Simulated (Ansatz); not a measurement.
CH7AlSSi2. Charge 0, multiplicity 1. The bonds changed during the relaxation, so this is another structure than the one it started from.

```xyz
12

C     0.868   -1.308    1.463
Si   -0.304   -0.541    0.210
Al   -0.462   -0.377   -2.202
Si   -0.773    1.663    0.521
S     0.785    1.223   -0.921
H     1.602   -1.935    0.953
H     0.297   -1.941    2.148
H     1.390   -0.548    2.046
H    -1.826    0.213   -2.753
H     0.580   -1.221   -3.046
H    -0.191    2.448    1.637
H    -1.966    2.324   -0.057
```

Q: Give the diagnostics of a CCSD(T)/def2-TZVPP run (frozen core, Ansatz). (An estimate is asked.)

A: Computed: T1 = 0.0138, largest single amplitude 0.021, largest double 0.039, (T) share of the correlation energy 4.6 %, 9 CCSD cycles. The RHF solution is stable towards an unrestricted one. T1 lies under the customary mark of 0.02 for closed shells.
